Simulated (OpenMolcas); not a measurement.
Re2+: moving or changing the point charges

Re2+ among 6 point charges of -1.5 e arranged as an octahedron (Oh), 2.14 Å from the ion.
```
   2.1400    0.0000    0.0000  -1.50
   0.0000    2.1400    0.0000  -1.50
  -2.1400    0.0000    0.0000  -1.50
   0.0000   -2.1400    0.0000  -1.50
   0.0000    0.0000    2.1400  -1.50
   0.0000    0.0000   -2.1400  -1.50
```

```
Program             : OpenMolcas 26.06
Method              : SS-CASPT2, IPEA 0.25 Eh, imaginary shift 0.1 Eh (closed shells correlated: 5s 5p)
Basis               : ANO-RCC-VDZP [7s6p4d2f1g]
Scalar Hamiltonian  : DKH2, point nucleus
Active space        : 5 electrons in 5 orbitals (5d)
State averaging     : 2S+1 = 6 even, 1 root; 2S+1 = 4 even, 24 roots; 2S+1 = 2 even, 75 roots
Spin-orbit coupling : state interaction with AMFI integrals over the reference wave functions
```

Runs around this geometry, states (labels of O, the rotations of Oh). Energies in cm-1 above the lowest state or level, χT in cm3 K/mol; under a threefold ground state the first gap can be a small split of the lowest multiplet, not the spin-orbit step.

```csv
R (Å),q (e),Ground state,First state of that spin,First gap with spin-orbit (degeneracies),χT at 300 K,First state of another spin
2.14,-0.98,6A1,,"92 (2, 4)",4.107,4T1 14430
1.93,-1.5,2T2,2A2 13930,"4030 (2, 4)",0.683,6A1 1350
2.14,-1.5,6A1,,"370 (2, 4)",3.326,4T1 10210
2.33,-1.5,6A1,,"110 (2, 4)",4.073,4T1 14000
```

The ground state changes within this set.

Roots that are degenerate in the reference are averaged as groups; the widest CASPT2 spread within a group is 290 cm-1 (the 3-fold group of multiplicity 4 near 44100 cm-1 above the lowest state of its run, R = 1.93, q = -1.5). Shifts and gaps below about the spread of the groups concerned are not significant. Free-ion shares, where given, are those of the reference states; single-state CASPT2 does not remix them. Point charges give a weaker field than real ligands, and real ions of this kind are as a rule low spin; the high spin found here belongs to the model (holds for R = 2.14, q = -0.98; R = 2.14, q = -1.5; R = 2.33, q = -1.5). Spin-orbit coupling mixes the spin-free states strongly: the lowest level takes only 64 % from its leading state, 2T2 (holds for R = 1.93, q = -1.5). This shell can be high or low spin here, a state of another spin lies low, and with metal d orbitals alone active their balance is uncertain, so the ground spin may be wrong, although the usual error favours high spin (holds for R = 1.93, q = -1.5). This is an electrostatic model: the charges have no orbitals. No measured value stands beside these numbers.
